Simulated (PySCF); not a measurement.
C2H8SiTe.
Cartesian coordinates in Å at the PBE0-D3(BJ)/def2-SVP level; atoms count from 1:
```xyz
12
C2H8SiTe angstrom
C     -0.001    1.358   -0.945
Si    -0.032    0.289    0.597
C     -0.927   -1.332    0.283
Te     2.304   -0.144    1.435
H     -1.026    1.581   -1.283
H      0.526    0.842   -1.763
H      0.520    2.307   -0.751
H     -0.666    1.027    1.734
H     -0.955   -1.948    1.193
H     -0.417   -1.907   -0.505
H     -1.961   -1.141   -0.047
H      2.681   -0.972    0.038
```

Method: PySCF 2.14.0, PBE0-D3(BJ)/def2-SVP geometry optimisation, gas phase, def2 core potentials past Kr.

Problem. Which atoms are bound to Te4, and at what distances?

Solution. 2 atoms: H12 1.667 Å, Si2 2.519 Å. The nearest atom not counted as bound is H8, at 3.21 Å.

Problem. What is the shape at Te4?

Solution. Bent: angle 90.9°.

Problem. What are the other bond lengths?

Solution. C1–Si2, Si2–C3 1.877 Å; C1–H5 and 5 like bonds 1.101 Å; Si2–H8 1.496 Å.

Problem. Give some angles away from the centre.

Solution. C1–Si2–C3 111.3°, C1–Si2–Te4 110.8°, C3–Si2–Te4 110.4°.

Problem. What are the rotational constants (commonest isotopes, rigid rotor)?

Solution. A = 5215, B = 1356, C = 1161 MHz: a near-prolate asymmetric top.

Point group: near Cs, missed by 0.10 Å at most; the miss may be what the optimiser left on a soft mode. Charge 0, singlet. No PBE0-D3(BJ)/def2-SVP frequencies stand behind this structure, so it isn't proved a minimum.

One conformer stands for the species.
